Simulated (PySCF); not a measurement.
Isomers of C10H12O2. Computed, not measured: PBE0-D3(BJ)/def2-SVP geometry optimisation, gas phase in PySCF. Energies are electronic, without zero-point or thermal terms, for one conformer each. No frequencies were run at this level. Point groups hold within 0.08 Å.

Question: Rank from lowest to highest electronic energy at this level (kcal/mol).
A. `[CH3:1][CH2:2][CH2:3][O:4][C:5](=[O:6])[c:7]1[cH:8][cH:9][cH:10][cH:11][cH:12]1` with C1–C2–C3–O4 -176°, C2–C3–O4–C5 -82°, C3–O4–C5–O6 0°, O4–C5–C7–C8 178°
B. `[CH:1]#[C:2][C@@H:3]1[CH2:4][C@@:5]2([O:6][CH:7]=[O:8])[CH2:9][CH2:10][C@@H:11]1[CH2:12]2` with C4–C5–O6–C7 64°, C5–O6–C7–O8 0°
C. `[CH3:1][CH:2]([CH3:3])[O:4][C:5](=[O:6])[c:7]1[cH:8][cH:9][cH:10][cH:11][cH:12]1` with C1–C2–O4–C5 -151°, C2–O4–C5–O6 0°, O4–C5–C7–C8 0°

Answer: C (0.0), A (3.4), B (56.3).

As drawn, the lowest has an aromatic ring, which the highest lacks; the highest has a C≡C bond, which the lowest lacks.

```csv
SMILES,E (Eh),E rel (kcal/mol),dipole (D),point group,"A, B, C (MHz)"
CC(C)OC(=O)c1ccccc1,-537.77665,0.0,1.86,C1,"2291, 496.1, 436.1"
CCCOC(=O)c1ccccc1,-537.77126,3.4,1.72,C1,"2872, 422.4, 384.5"
C#C[C@@H]1C[C@@]2(OC=O)CC[C@@H]1C2,-537.68694,56.3,1.71,C1,"1671, 713.9, 605.6"
```

How do the relative energies change in single points at PBE0/pcSseg-1 (no added dispersion term) on the same geometries?

```json
{"SMILES": "CC(C)OC(=O)c1ccccc1", "PBE0-D3(BJ)/def2-SVP (kcal/mol)": "0.0", "PBE0/pcSseg-1 (kcal/mol)": "0.0", "shift": "0.0"}
{"SMILES": "CCCOC(=O)c1ccccc1", "PBE0-D3(BJ)/def2-SVP (kcal/mol)": "3.4", "PBE0/pcSseg-1 (kcal/mol)": "3.3", "shift": "-0.1"}
{"SMILES": "C#C[C@@H]1C[C@@]2(OC=O)CC[C@@H]1C2", "PBE0-D3(BJ)/def2-SVP (kcal/mol)": "56.3", "PBE0/pcSseg-1 (kcal/mol)": "56.9", "shift": "+0.6"}
```

Each column counts from its own lowest isomer. The order is unchanged; the largest shift is 0.6 kcal/mol.
